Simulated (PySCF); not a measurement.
Dipole moment and polarisability of `F[C@H]1C=C(O[SiH3])O1`

Species: C3H5FO2Si.
Atom-mapped SMILES: `[F:1][C@H:2]1[CH:3]=[C:4]([O:5][SiH3:6])[O:7]1` (hydrogens: H8 on C2; H9 on C3; H10, H11, H12 on Si6)

Cartesian coordinates in Å at the GFN2-xTB level; atoms count from 1:
```xyz
12
C3H5FO2Si angstrom
F      2.7181   -1.2063   -0.0093
C      2.0240   -0.0908    0.3112
C      1.2544    0.5800   -0.7932
C      0.1493    0.2368   -0.1200
O     -1.1338    0.3873   -0.1998
Si    -2.2744   -0.1874    0.8607
O      0.7769   -0.4132    0.9401
H      2.6598    0.5191    0.9608
H      1.5115    1.0775   -1.6981
H     -2.1915   -1.6422    0.9265
H     -2.0557    0.4151    2.1725
H     -3.4374    0.3234    0.1521
```

Level: CAM-B3LYP/def2-SVPD (PySCF), static field, nuclei fixed, core orbitals frozen in the response. The polarisability tensor in these axes (au):

```
x   84.47  0.78 -5.95
y    0.78 56.80 -3.77
z   -5.95 -3.77 60.90
```

Q: What are the eigenvalues, a third of the trace, and Δα (Δα² = ½Σ(αi − αj)² over the three pairs)?

A: Principal values 54.35, 61.85 and 85.98 au; mean 67.39 au = 9.99 Å³ = 11.11 × 10⁻⁴⁰ C²·m²/J; Δα = 28.63 au (42 % of the mean).

Q: What is the dipole moment, and where does it point?

A: (-1.76, 1.34, 0.49) D, 2.27 D in size, pointing from the negative to the positive side. Measured along this direction, the outermost atoms are F1 at the negative end and H12 at the positive end.

Q: Along which axes do the principal values lie, and how far do the nuclei extend along each?

A: Largest value along (0.97, 0.06, -0.24), where the nuclei span 5.92 Å; middle along (0.23, -0.56, 0.80), 2.90 Å; least along (0.09, 0.83, 0.56), 2.41 Å. The response follows the extents in order.

Q: Rayleigh depolarisation ratio (linearly polarised light, static tensor)?

A: ρ = 3Δα²/(45ᾱ² + 4Δα²) = 2459.8/(204386 + 3279.7) = 0.0118.

Q: Give the eigenvalues of the traceless quadrupole moment Θ = ½Σq(3rr − r²1), origin at the centre of nuclear charge.

A: -8.53, -1.10, 9.63 D·Å. The values depend on the origin, since the dipole doesn't vanish. The electronic extent ⟨r²⟩ about the same centre is 1057 bohr², a root-mean-square distance of 2.19 Å for the 62 electrons.

Q: How large is μ²/3kT at 500 K beside α?

A: In Gaussian units μ²/3kT = 24.78 Å³ against 9.99 Å³, a ratio of 2.48; the Debye molar polarisation (4π/3)N_A(α + μ²/3kT) is 87.7 cm³/mol, leaving out the vibrational part.

Q: Molar refractivity from α?

A: Lorentz–Lorenz: R = (4π/3)N_A α = 2.5225 cm³/(mol·Å³) × 9.99 Å³ = 25.2 cm³/mol, in the limit of long wavelengths.

Isolated species at its GFN2-xTB geometry (one conformer only).

The run behind these numbers computed excited states as well. The run took 43 s wall (with the writing of density and orbital grids) on an Arm Neoverse V1 with one thread, shared host, and the process peaked at 0.84 GiB of memory.
